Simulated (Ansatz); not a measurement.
This geometry of BClFH4N (8 atoms, charge 0, multiplicity 1) is a first-order saddle point.

Computed with RKS LDA/cc-pVDZ (Ansatz 0.2.0).

```xyz
8
Properties=species:S:1:pos:R:3
B -0.069 -0.402 0.091
H -0.310 0.388 1.259
F 1.177 -0.060 -0.310
Cl -1.449 0.005 -0.993
N -0.189 -1.775 0.756
H -0.925 -2.399 0.400
H 0.709 -2.259 0.894
H -0.379 -0.604 1.501
```

Task: Which two structures does it join? (They come from a converged band through this point; their orientation in space is the band's.)

Result: Bonds broken: B1–H2, N5–H8. Bonds formed: H2–H8. BClFH4N becomes BClFH2N + H2.

Image 0:

```xyz
8
Properties=species:S:1:pos:R:3
B 0.002 -0.149 0.180
H 0.134 0.648 1.107
F 1.091 -0.301 -0.649
Cl -1.582 0.109 -0.752
N -0.224 -1.609 0.831
H -0.452 -2.272 0.066
H 0.620 -1.941 1.331
H -1.025 -1.591 1.484
```

Image 8:

```xyz
8
Properties=species:S:1:pos:R:3
B 0.082 -0.680 -0.716
H -0.744 -0.093 3.003
F 1.269 -0.174 -1.057
Cl -1.354 -0.108 -1.574
N -0.024 -1.628 0.296
H -0.917 -2.050 0.556
H 0.796 -1.987 0.791
H -0.545 -0.384 2.300
```

Task: How far does it lie above each of them?

Result: 1.45 eV above the first and 1.21 eV above the second. This is the barrier of this one path; another mechanism may lie lower. The orbitals stay closed-shell, which can raise the energy where a bond breaks towards radicals; this wasn't checked here.

Run time: 2.5 min on 1 thread of Arm Neoverse V2, on a shared host, peak memory 0.11 GiB.
